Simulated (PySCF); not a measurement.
# Correlation energy of Cr (chromium, neutral)

[Ar] 3d4 4s2, high-spin 5D determinant (an excited configuration). All numbers are calculated (PySCF 2.14, the spin-free X2C one-electron Hamiltonian (Gaussian nucleus), in ANO-RCC-VTZP (6s5p3d2f1g, 59 functions)). Frozen: [Ne]; 14 electrons correlated.

| level | correlation energy (mhartree) |
| --- | --- |
| CCSD | -441.71 |
| (T) | -12.43 |
| CCSD(T) | -454.14 |

Diagnostics: T1 = 0.018, D1 = 0.0710, largest double amplitude 0.112.

Cost of the coupled-cluster step: of the order of 14 core-seconds, for 14 correlated electrons.

Iterations:

```
CC2 = 0
CCSD nocc = (np.int64(9), np.int64(5)), nmo = (54, 54)
frozen orbitals [[0, 1, 2, 3, 4], [0, 1, 2, 3, 4]]
max_cycle = 100
direct = 0
conv_tol = 1e-08
conv_tol_normt = 1e-06
diis_space = 8
diis_start_cycle = 0
Init t2, MP2 energy = -0.426405800366287
Init E_corr(UCCSD) = -0.426405800366547
cycle = 1  E_corr(UCCSD) = -0.431136819231624  dE = -0.00473101887  norm(t1,t2) = 0.079434
cycle = 2  E_corr(UCCSD) = -0.439258152680741  dE = -0.00812133345  norm(t1,t2) = 0.0275978
cycle = 3  E_corr(UCCSD) = -0.440997954350968  dE = -0.00173980167  norm(t1,t2) = 0.0138751
cycle = 4  E_corr(UCCSD) = -0.441761323552599  dE = -0.000763369202  norm(t1,t2) = 0.00371879
cycle = 5  E_corr(UCCSD) = -0.441665843617854  dE = 9.54799347e-05  norm(t1,t2) = 0.00176109
cycle = 6  E_corr(UCCSD) = -0.441676460966931  dE = -1.06173491e-05  norm(t1,t2) = 0.00101502
cycle = 7  E_corr(UCCSD) = -0.441721329794471  dE = -4.48688275e-05  norm(t1,t2) = 0.000563228
cycle = 8  E_corr(UCCSD) = -0.441704774980983  dE = 1.65548135e-05  norm(t1,t2) = 0.000310543
cycle = 9  E_corr(UCCSD) = -0.441706964208275  dE = -2.18922729e-06  norm(t1,t2) = 0.000177892
cycle = 10  E_corr(UCCSD) = -0.441709619806374  dE = -2.6555981e-06  norm(t1,t2) = 5.68808e-05
cycle = 11  E_corr(UCCSD) = -0.441709458407454  dE = 1.6139892e-07  norm(t1,t2) = 3.73999e-05
cycle = 12  E_corr(UCCSD) = -0.441709144285925  dE = 3.1412153e-07  norm(t1,t2) = 1.3982e-05
cycle = 13  E_corr(UCCSD) = -0.441709431737879  dE = -2.87451954e-07  norm(t1,t2) = 7.83813e-06
cycle = 14  E_corr(UCCSD) = -0.441709486702547  dE = -5.49646685e-08  norm(t1,t2) = 2.87364e-06
cycle = 15  E_corr(UCCSD) = -0.441709393595261  dE = 9.31072865e-08  norm(t1,t2) = 1.14824e-06
cycle = 16  E_corr(UCCSD) = -0.441709376967091  dE = 1.66281698e-08  norm(t1,t2) = 4.88702e-07
cycle = 17  E_corr(UCCSD) = -0.441709377232806  dE = -2.65714561e-10  norm(t1,t2) = 1.406e-07
UCCSD converged
E(UCCSD) = -1050.063611799869  E_corr = -0.4417093772328056
UCCSD(T) correction = -0.0124318122551565
```
